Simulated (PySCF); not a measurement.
**Computed structure and properties of Bi2OF4**

System: Bi2OF4 (singlet); start: displaced along the imaginary mode (C2v). Method: PySCF 2.14.0, RKS BP86, Bi def2-SVP with ECP60, O def2-SVP, F def2-SVP; non-relativistic Hamiltonian with scalar-relativistic core potentials where named; density fitting; no spin-orbit coupling.

Input of the relaxation:

```python
mol = gto.M(atom='''
Bi     0.03724     0.00000     2.11082
Bi     0.03724    -0.00000    -2.11082
O     -0.25000     0.00000     0.00000
F     -0.15220     2.01551     2.79364
F     -0.15220    -2.01551     2.79364
F     -0.15220     2.01551    -2.79364
F     -0.15220    -2.01551    -2.79364''',
    basis={'Bi': 'def2-SVP', 'O': 'def2-SVP', 'F': 'def2-SVP'},
    ecp={'Bi': 'def2-SVP'},
    charge=0, spin=0)
mf = dft.RKS(mol, xc='B88,P86')
mf.grids.atom_grid = (50, 194)
mf = mf.density_fit()  # fitting sets: Bi def2-universal-JKFIT, O def2-universal-JKFIT, F def2-universal-JKFIT
mf.conv_tol = 1e-08; mf.max_cycle = 55
mf.kernel(dm0)  # dm0: converged density of the start geometry
# quasi-Newton relaxation in Cartesian coordinates to a largest gradient under 0.00045 Eh/bohr, steps kept in the point group
```

Run from Python with OMP_NUM_THREADS=2; the lines above give its settings. Where DIIS fails, smearing, a level shift and second-order steps follow.
It took 2.1 min on 2 threads of Arm Neoverse V1 (shared host), from the converged density of the start.

Course of the relaxation:

```tsv
step	energy above end (eV)	largest force component within the symmetry (eV/Å)
0	2.1689	0.586
1	1.5941	0.857
2	1.1874	1.450
3	0.5856	0.417
4	0.3350	0.533
5	0.2835	0.155
6	0.2787	0.183
7	0.2531	0.753
16	0.0048	0.135
17	0.0016	0.184
18	0.0002	0.026
19	0.0001	0.012
20	-0.0001	0.022
21	0.0000	0.004
```
(The steps between are left out.)

Relaxed geometry (C2v):

```xyz
7

Bi    0.5851    0.0000    1.9885
Bi    0.5851    0.0000   -1.9885
O     1.2265    0.0000    0.0000
F    -0.7953    1.5152    1.9426
F    -0.7953   -1.5152    1.9426
F    -0.7953    1.5152   -1.9426
F    -0.7953   -1.5152   -1.9426
```

```csv
contact,Å
Bi1–O3 (O),2.089
Bi1–F4 (F),2.050
Bi1–F5 (F),2.050
Bi2–F6 (F),2.050
Bi2–F7 (F),2.050
```

On the finer grid (75, 302):

The HOMO is -7.42 eV, the LUMO is -2.51 eV and the dipole about the centre of mass is 6.68 D. The set of Mulliken populations of Bi1 outside the core potential is s 3.92, p 7.69, d 10.24 and the D3(BJ) dispersion energy (not in the energies) is -0.355 eV.

```csv
atom,Mulliken (e),Löwdin (e),spin (e)
Bi1,1.15,0.94,0.00
Bi2,1.15,0.94,0.00
O3,-0.69,-0.54,0.00
F4,-0.40,-0.34,0.00
F5,-0.40,-0.34,0.00
F6,-0.40,-0.34,0.00
F7,-0.40,-0.34,0.00
```

On the grid (50, 194), as all that follows. Harmonic modes: a minimum; lowest 61 cm⁻¹ (negative: unstable), highest 718 cm⁻¹, zero-point energy 0.280 eV.

Rigid scan of O along the line from its metal:

| distance to O3 (Å) | energy (eV) |
| --- | --- |
| 1.79 | 1.536 |
| 1.89 | 0.615 |
| 1.99 | 0.141 |
| 2.09 | 0.000 |
| 2.19 | 0.127 |
| 2.29 | 0.500 |
| 2.39 | 1.124 |
| 2.54 | 2.594 |

Taking off one F (charge -1, singlet; the rest: singlet) in vacuum, both parts rigid, costs 10.78 eV; the small basis without counterpoise inflates it. Most of it is the attraction of opposite charges; other ways to part are cheaper, and one spin state was tried for the rest.

Rigid scan of F along the line from its metal:

(distance to F4 (Å), energy (eV)): (1.75, 1.552), (1.85, 0.578), (1.95, 0.122), (2.05, 0.000), (2.15, 0.086), (2.25, 0.298), (2.45, 0.894), (2.75, 1.846), (3.15, 2.870)

One start shape was tried, so this needn't be the lowest isomer.
